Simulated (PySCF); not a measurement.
# Spin states and ions at one geometry of TlBr

PySCF 2.14.0, RKS B3LYP, Tl def2-SVP with ECP60, Br def2-SVP; non-relativistic Hamiltonian with scalar-relativistic core potentials where named; density fitting; no spin-orbit coupling; singlets restricted, open shells unrestricted. The geometry is relaxed for charge 0, singlet, vacuum:

```xyz
2

Tl    0.0000    0.0000   -0.7067
Br    0.0000    0.0000    1.9868
```

Energies count from the relaxed state; an electron taken off or put on is at rest in vacuum. Charges and spins are Mulliken's.

| state | energy (eV) | spin squared | charge on Tl1 (e) | spin on Tl1 (e) | dipole about the centre of mass (D) |
| --- | --- | --- | --- | --- | --- |
| charge 0, singlet, vacuum | 0.00 | 0.00 | 0.40 | 0.00 | 4.36 |
| charge 0, triplet, vacuum | 3.89 | 2.00 | 0.07 | 1.32 | 0.83 |
| charge +1, doublet, vacuum | 9.40 | 0.75 | 0.89 | 0.25 | 2.13 |

Problem. What does the state charge -1, doublet, vacuum give?

Solution. energy (eV) -0.11, spin squared 0.75, charge on Tl1 (e) -0.45, spin on Tl1 (e) 0.97, dipole about the centre of mass (D) 2.25.

With an electron taken off (doublet) the charges change, summed by element, by Tl +0.48 e, Br +0.52 e. The vertical ionisation energy is 9.40 eV, against −ε(HOMO) = 6.91 eV of the relaxed state. The level lies 2.5 eV too high, as is usual for semilocal functionals and global hybrids, which keep a self-interaction error.

With an electron put on (doublet) the charges change, summed by element, by Tl -0.85 e, Br -0.15 e. The vertical electron affinity is 0.11 eV, against −ε(LUMO) = 2.06 eV of the relaxed state. The basis has no diffuse functions, which an added electron needs. The added electron's level lies above zero.

Open shells may have lower solutions than those found.
